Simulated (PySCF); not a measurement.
Zr(Me)2(H)2 (C2H8Zr), SMILES [CH3][ZrH2][CH3], multiplicity 1.

Geometry optimised at PBE-D3(BJ)/def2-SVP. The spin state was assumed, not searched. The structure was generated by enumeration; whether it is a known compound was not checked. The def2 effective core potentials stand for the cores of Zr; spin–orbit coupling is left out.

Level of theory: PBE-D3(BJ)/def2-SVP run with PySCF 2.14.0.

Frequencies are harmonic and unscaled.

Computed harmonic wavenumbers and intensities:
```json
[
 {"mode": "1", "ν (cm⁻¹)": "111", "IR (km/mol)": "0.0", "moving atoms (share of kinetic energy)": "H 93 %"},
 {"mode": "2", "ν (cm⁻¹)": "112", "IR (km/mol)": "0.0", "moving atoms (share of kinetic energy)": "H 99 %"},
 {"mode": "3", "ν (cm⁻¹)": "126", "IR (km/mol)": "0.3", "moving atoms (share of kinetic energy)": "C 47 %, H 40 %, Zr 13 %"},
 {"mode": "4", "ν (cm⁻¹)": "215", "IR (km/mol)": "4.9", "moving atoms (share of kinetic energy)": "H 99 %"},
 {"mode": "5", "ν (cm⁻¹)": "260", "IR (km/mol)": "0.0", "moving atoms (share of kinetic energy)": "H 94 %"},
 {"mode": "6", "ν (cm⁻¹)": "285", "IR (km/mol)": "1.4", "moving atoms (share of kinetic energy)": "H 91 %, C 9 %"},
 {"mode": "7", "ν (cm⁻¹)": "417", "IR (km/mol)": "0.7", "moving atoms (share of kinetic energy)": "H 61 %, C 39 %"},
 {"mode": "8", "ν (cm⁻¹)": "460", "IR (km/mol)": "0.2", "moving atoms (share of kinetic energy)": "H 55 %, C 40 %"},
 {"mode": "9", "ν (cm⁻¹)": "461", "IR (km/mol)": "40.9", "moving atoms (share of kinetic energy)": "H 75 %, C 20 %"},
 {"mode": "10", "ν (cm⁻¹)": "530", "IR (km/mol)": "19.0", "moving atoms (share of kinetic energy)": "C 49 %, H 41 %, Zr 9 %"},
 {"mode": "11", "ν (cm⁻¹)": "540", "IR (km/mol)": "0.0", "moving atoms (share of kinetic energy)": "H 89 %, C 11 %"},
 {"mode": "12", "ν (cm⁻¹)": "562", "IR (km/mol)": "240.7", "moving atoms (share of kinetic energy)": "H 62 %, C 23 %, Zr 15 %"},
 {"mode": "13", "ν (cm⁻¹)": "609", "IR (km/mol)": "140.4", "moving atoms (share of kinetic energy)": "H 93 %"},
 {"mode": "14", "ν (cm⁻¹)": "1088", "IR (km/mol)": "26.5", "moving atoms (share of kinetic energy)": "H 75 %, C 25 %"},
 {"mode": "15", "ν (cm⁻¹)": "1089", "IR (km/mol)": "4.0", "moving atoms (share of kinetic energy)": "H 76 %, C 24 %"},
 {"mode": "16", "ν (cm⁻¹)": "1331", "IR (km/mol)": "1.7", "moving atoms (share of kinetic energy)": "H 94 %"},
 {"mode": "17", "ν (cm⁻¹)": "1335", "IR (km/mol)": "17.9", "moving atoms (share of kinetic energy)": "H 94 %"},
 {"mode": "18", "ν (cm⁻¹)": "1335", "IR (km/mol)": "12.4", "moving atoms (share of kinetic energy)": "H 95 %"},
 {"mode": "19", "ν (cm⁻¹)": "1335", "IR (km/mol)": "0.0", "moving atoms (share of kinetic energy)": "H 94 %"},
 {"mode": "20", "ν (cm⁻¹)": "1603", "IR (km/mol)": "486.3", "moving atoms (share of kinetic energy)": "H 98 %"},
 {"mode": "21", "ν (cm⁻¹)": "1629", "IR (km/mol)": "274.0", "moving atoms (share of kinetic energy)": "H 99 %"},
 {"mode": "22", "ν (cm⁻¹)": "2916", "IR (km/mol)": "0.8", "moving atoms (share of kinetic energy)": "H 97 %"},
 {"mode": "23", "ν (cm⁻¹)": "2917", "IR (km/mol)": "2.1", "moving atoms (share of kinetic energy)": "H 97 %"},
 {"mode": "24", "ν (cm⁻¹)": "3012", "IR (km/mol)": "0.0", "moving atoms (share of kinetic energy)": "H 91 %, C 9 %"},
 {"mode": "25", "ν (cm⁻¹)": "3013", "IR (km/mol)": "4.9", "moving atoms (share of kinetic energy)": "H 91 %, C 9 %"},
 {"mode": "26", "ν (cm⁻¹)": "3046", "IR (km/mol)": "0.8", "moving atoms (share of kinetic energy)": "H 91 %, C 9 %"},
 {"mode": "27", "ν (cm⁻¹)": "3050", "IR (km/mol)": "3.1", "moving atoms (share of kinetic energy)": "H 91 %, C 9 %"}
]
```
